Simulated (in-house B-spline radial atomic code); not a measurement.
A fraction x of an electron is removed from 4s in Ti+, starting from [Ar] 3d2 4s1 and keeping the highest spin. Level of theory: non-relativistic LDA VWN5, spin-polarised, spherical fractional occupations, point nucleus; calculated with a B-spline radial code for spherical atoms.

| x | E(x) - E(0) (eV) | 4s up level (eV) |
| --- | --- | --- |
| 0 | 0.0000 | -11.040 |
| 0.08 | 0.9032 | -11.540 |
| 0.15 | 1.7264 | -11.979 |
| 0.36 | 4.3806 | -13.299 |
| 0.49 | 6.1625 | -14.114 |
| 0.5 | 6.3039 | -14.177 |
| 0.58 | 7.4580 | -14.675 |
| 0.72 | 9.5730 | -15.536 |
| 0.83 | 11.3184 | -16.195 |
| 0.91 | 12.6326 | -16.656 |
| 1 | 14.1539 | - |

The exact functional would give a straight line between the two integer points. Deviations E(x) - E(0) - x[E(1) - E(0)], in eV: -0.229 at x = 0.08, -0.397 at x = 0.15, -0.715 at x = 0.36, -0.773 at x = 0.49, -0.773 at x = 0.5, -0.751 at x = 0.58, -0.618 at x = 0.72, -0.429 at x = 0.83, -0.247 at x = 0.91.

The curve lies below the straight line by up to 0.773 eV (at x = 0.49): convex, the delocalisation error that favours fractional charges.

(1) How well does Slater's transition state (minus the level at half occupation) give the ionisation energy?

## Answers

(1) It gives 14.177 eV against 14.154 eV from the two total energies; NIST lists 13.58 eV, ground level to ground level.
